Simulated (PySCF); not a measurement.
C3H7Te, SMILES CC(C)[Te], multiplicity 2.

The structure is a stationary point at B3LYP-D3(BJ)/def2-SVP. The geometry has at least one imaginary mode, so it is a saddle point at that level. The isomer is the one that the SMILES or the coordinates give; other isomers of the formula were not compared. The def2 effective core potentials stand for the cores of Te; spin–orbit coupling is left out.

Method: PBE/def2-TZVP (PySCF).

Gas-phase values at a fixed geometry.

Problem. Estimate the frontier levels, dipole moment and polarisability. (Estimate from the structure and the level; the computed values follow.)

Solution. 
* **α spin, highest occupied and lowest empty level**: -5.08 and -1.32 eV
* **β spin, highest occupied and lowest empty level**: -4.80 and -4.63 eV
* **dipole moment**: 1.64 D
* **quadrupole, principal values (traceless, Buckingham form, about the centre of nuclear charge)**: -4.29, 1.72, 2.56 D·Å
* **mean static polarisability**: 76.3 bohr³ (11.31 Å³)
* **polarisability, principal values**: 61.2, 67.9, 99.8 bohr³
* **⟨S²⟩**: 0.753 (pure state 0.75)
